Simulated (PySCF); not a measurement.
A structure optimised at B3LYP-D3(BJ)/def2-SVP, used in a PySCF frequency run:

```xyz
5

Al     0.4473    -1.0655     0.0000
Cl    -1.0519    -2.5200     0.0000
I     -0.1351     1.3321     0.0000
O      2.0484    -1.6063     0.0000
H      2.8392    -1.0591     0.0000
```

Problem. Write its SMILES, formula and point group.

Solution. [OH][Al]([Cl])[I], AlClHIO, Cs

Problem. What are its rotational constants (standard atomic weights)?

Solution. 4.1441, 0.97089, 0.78661 GHz
